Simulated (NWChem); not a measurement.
System: C4H7Cl; SMILES C=C(Cl)CC

```xyz
12

C     -1.8102     0.5427    -0.2106
C     -0.5684     0.1735     0.0963
Cl     0.7474     1.3561    -0.0506
C     -0.1308    -1.1865     0.5695
C      0.7770    -1.9325    -0.4220
H     -2.0549     1.5425    -0.5507
H     -2.6212    -0.1745    -0.1202
H     -1.0367    -1.7750     0.7594
H      0.3886    -1.0792     1.5308
H      1.6969    -1.3719    -0.6141
H      1.0540    -2.9123    -0.0182
H      0.2667    -2.0875    -1.3787
```
Atoms are numbered in this order, from 1.

Results from NWChem. Pople sets run with spherical d functions. Coordinates come from a B3LYP/6-31G* (spherical d) optimisation. Vzz is the largest principal value of the second derivative of the potential at the nucleus (NWChem prints the opposite sign); η is the asymmetry. Non-relativistic.

```tsv
level	Vzz Cl3 (a.u.)	η Cl3	relative time
PBE0/def2-TZVP	3.757	0.10	2
PBE0/def2-SVP	3.402	0.09	1
CAM-B3LYP/6-31G*	3.494	0.07	2
CAM-B3LYP/def2-TZVP	3.849	0.09	40
```

Times are rough ratios from one shared machine.
